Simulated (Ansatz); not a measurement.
Diborane tri F (B₂H₃F₃). Charge 0, multiplicity 1. Geometry r2SCAN-D4/def2-SVP; atoms count from 1.

```xyz
8

B     0.7427   -0.0504    0.5045
F     1.9065   -0.2157   -0.1157
F     0.6973    0.0343    1.8334
H     0.0276    1.0107   -0.0068
B    -0.7532    0.0520   -0.5053
F    -0.6007   -0.0457   -1.8354
H    -1.8293    0.2008    0.0112
H    -0.1908   -0.9860    0.1141
```

Estimate the Mulliken populations from the PBE0/def2-TZVP orbitals of Ansatz.


```
atom  charge (e)
  B1        0.38
  F2       -0.23
  F3       -0.24
  H4        0.12
  B5        0.07
  F6       -0.25
  H7        0.03
  H8        0.12
```
Mulliken values and Mayer orders depend strongly on the basis.

And the Mayer bond orders between bonded heavy atoms (over 0.3)?

B1–F2 1.21 (1.33 Å); B1–F3 1.20 (1.33 Å); B1–B5 0.51 (1.81 Å); B5–F6 1.18 (1.34 Å).
